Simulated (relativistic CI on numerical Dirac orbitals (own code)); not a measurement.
Computed by Dirac-Coulomb-Breit CI, orbitals from a KLI potential per configuration, model QED, unscaled Slater integrals (own radial code, finite nucleus).

Configuration list (outside the closed core [Ne]): 3s2, 3s 3p, 3p2, 3s 3d, 3d2, 3p 3d, 3p 4s, 3s 4s, 3s 4p, 3d 4s, 3s 4d, 3s 4f, 3s 5s, 3s 5p, 3s 5d, 4s2, 3s 5f, 3s 5g, 3s 6s, 3s 6p, 3s 6d. Levels of other configurations are missing.

At this charge energies of transitions that change n are usually good to better than 1 %, and those within a shell (Δn = 0) to a few per cent.

Outline of the computed level scheme of Sc X. Lowest level of each configuration: 3s2 1S_0 at 0.000 eV; 3s 3p 3P°_0 at 19.440 eV; 3p2 1D_2 at 46.088 eV; 3s 3d 3D_1 at 56.837 eV; 3p 3d 3F°_2 at 77.348 eV; 3s 4s 3S_1 at 111.713 eV; 3d2 3F_2 at 114.453 eV; 3s 4p 3P°_0 at 121.203 eV; 3s 4d 3D_1 at 133.640 eV.

Some strong electric-dipole decays among the lowest 45 levels: 3s 4s 1S_0 → 3s 3p 1P°_1 (7.3e+10 s⁻¹); 3s 4d 3D_3 → 3s 3p 3P°_2 (6.3e+10 s⁻¹); 3s 4p 1P°_1 → 3s2 1S_0 (5.5e+10 s⁻¹); 3s 4d 1D_2 → 3s 3p 1P°_1 (5.1e+10 s⁻¹); 3s 4s 3S_1 → 3s 3p 3P°_2 (5.1e+10 s⁻¹); 3s 4d 3D_2 → 3s 3p 3P°_1 (4.7e+10 s⁻¹); 3d2 1S_0 → 3p 3d 1P°_1 (3.9e+10 s⁻¹); 3s 4d 3D_1 → 3s 3p 3P°_0 (3.5e+10 s⁻¹).

LS names give the leading component of a level, which can be under half, so a name can repeat, a term be missing and a line seem to break the LS rules.
